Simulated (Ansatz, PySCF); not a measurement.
C3H10OSi2, SMILES [Si](C=O)(C)(C)[SiH3]. Atoms are numbered in the order given.

```xyz
16

C     -1.2266    -1.8191     0.4816
Si    -0.3465    -0.1628     0.2484
C     -0.8286     1.1313     1.5272
Si     1.9852    -0.4922     0.1900
C     -0.8220     0.5684    -1.4807
O     -0.9600     1.7599    -1.6543
H     -0.9823    -2.5164    -0.3358
H     -2.3203    -1.6823     0.5011
H     -0.9275    -2.2942     1.4296
H     -0.3856     0.9302     2.5147
H     -0.4900     2.1193     1.1786
H     -1.9244     1.1708     1.6392
H      2.3579    -1.4078    -0.9314
H      2.6984     0.8058     0.0004
H      2.4527    -1.1092     1.4696
H     -0.9504    -0.1399    -2.3534
```
Charge 0, spin multiplicity 1.

Geometry: B3LYP-D3(BJ)/def2-SVP. The structure was generated by enumeration, and PubChem lists no compound with its InChIKey, so it may never have been made. The values are those of a single conformer.

Two levels are set side by side: PBE-D3(BJ)/def2-SVP (Ansatz, a first-principles code) and B3LYP-D3(BJ)/def2-SVP (Ansatz). Each level has its own optimised geometry; the coordinates shown are those of the second. Frequencies come from the Hessian of PySCF at each geometry. Differences are taken from unrounded values.

| quantity | B3LYP-D3(BJ) | PBE-D3(BJ) | PBE-D3(BJ) minus B3LYP-D3(BJ) |
|---|---|---|---|
| mean bond length (Å) | 1.433 | 1.442 | 0.008 |
| bond C1–Si2 (Å) | 1.890 | 1.896 | 0.006 |
| bond Si2–C3 (Å) | 1.882 | 1.888 | 0.006 |
| bond Si2–Si4 (Å) | 2.356 | 2.359 | 0.004 |
| bond Si2–C5 (Å) | 1.937 | 1.947 | 0.010 |
| bond C5–O6 (Å) | 1.212 | 1.220 | 0.009 |
| bond C1–H7 (Å) | 1.102 | 1.109 | 0.007 |
| bond C1–H8 (Å) | 1.102 | 1.110 | 0.007 |
| bond C1–H9 (Å) | 1.102 | 1.109 | 0.007 |
| bond C3–H10 (Å) | 1.101 | 1.107 | 0.007 |
| bond C3–H11 (Å) | 1.101 | 1.109 | 0.008 |
| bond C3–H12 (Å) | 1.102 | 1.109 | 0.007 |
| bond Si4–H13 (Å) | 1.495 | 1.508 | 0.013 |
| bond Si4–H14 (Å) | 1.493 | 1.506 | 0.013 |
| bond Si4–H15 (Å) | 1.496 | 1.509 | 0.013 |
| bond C5–H16 (Å) | 1.131 | 1.142 | 0.011 |
| highest harmonic wavenumber (cm⁻¹) | 3135 | 3089 | -46 |
| mean harmonic wavenumber (cm⁻¹) | 1218 | 1185 | -34 |
| zero-point energy (kcal/mol) | 73.15 | 71.12 | -2.03 |

GGA bonds tend to be longer and softer than those of functionals with exact exchange. Differences between two approximate levels are no errors against the true value.
